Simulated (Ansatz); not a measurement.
Cost and result for the atomization energy of `SCC1BS1` (10 atoms, 10 bonds).

```tsv
atom	x (Å)	y (Å)	z (Å)
S1	0.628	-0.092	2.137
C2	-0.622	-0.003	0.827
C3	-0.052	0.589	-0.432
B4	0.474	-0.258	-1.596
S5	-1.082	0.405	-1.993
H6	1.464	-0.924	1.494
H7	-1.052	-0.989	0.647
H8	-1.410	0.629	1.244
H9	0.327	1.601	-0.302
H10	1.325	-0.958	-2.027
```

Total charge 0; spin multiplicity 1. The geometry is a stationary point of PBE0-D4/def2-TZVP. It is one conformer, not always the lowest. Program: Ansatz. All runs use 4 threads of a server CPU on a shared host. Times are those of one run each, without the atoms' runs, and a repeat can differ threefold. Electronic energies, without spin–orbit coupling; frozen cores. CCSD(T)/CBS adds CCSD(T) − MP2 in def2-TZVPP to the MP2 limit, and its time is that of the two runs behind it. T1 = 0.015. B3LYP takes the VWN-RPA correlation (the form of Gaussian; ORCA's B3LYP/G).

CCSD(T)/CBS is a level of theory with its own doubt, some kJ/mol a heavy atom from the limit and from the frozen cores, so smaller differences don't rank the functionals.

```
                             level  functions  wall time  atomization (kcal/mol)  difference from CCSD(T)/CBS  per bond
            LDA (SPW92)/def2-TZVPP        247      1.9 s                  1021.3                        142.6      14.3
              revPBE-D4/def2-TZVPP        247        2 s                   887.3                          8.6       0.9
                BLYP-D4/def2-TZVPP        247      2.3 s                   878.4                         -0.3       0.0
   PBE-D4/def2-TZVPP (with forces)        247      2.7 s                   909.0                         30.3       3.0
                PBE0-D4/def2-TZVPP        247      3.1 s                   893.3                         14.6       1.5
                  CCSD(T)/def2-SVP        103      3.7 s                   833.5                        -45.2      -4.5
r2SCAN-D4/def2-TZVPP (with forces)        247      5.5 s                   891.0                         12.3       1.2
 B3LYP-D4/def2-TZVPP (with forces)        247      5.5 s                   880.1                          1.4       0.1
               PBE-QIDH/def2-TZVPP        247      5.5 s                   883.6                          4.9       0.5
                 B97M-V/def2-TZVPP        247       11 s                   892.8                         14.1       1.4
                    MP2/def2-QZVPP        461       21 s                   888.5                          9.8       1.0
                CCSD(T)/def2-TZVPP        247      110 s                   855.3                        -23.4      -2.3
                 CCSD(T)/CBS(def2)          –    2.3 min                   878.7                          0.0       0.0
```

From BLYP to BHLYP (50 % exact exchange), in def2-TZVPP and without D4, the atomization energy moves by −18.2 kcal/mol: exact exchange takes away binding that semilocal exchange gives to molecules. The D4 term adds +9.5 kcal/mol with B3LYP and +5.0 kcal/mol with PBE0; it sums over pairs of atoms, weighted by their polarisabilities, and B3LYP, whose exchange is more repulsive, gets the larger term. In def2-TZVPP, CCSD(T) changes the Hartree–Fock value by +217.2 kcal/mol (the triples alone add +16.8 kcal/mol) and MP2 by +236.7 kcal/mol; breaking electron pairs costs correlation energy, which Hartree–Fock lacks.
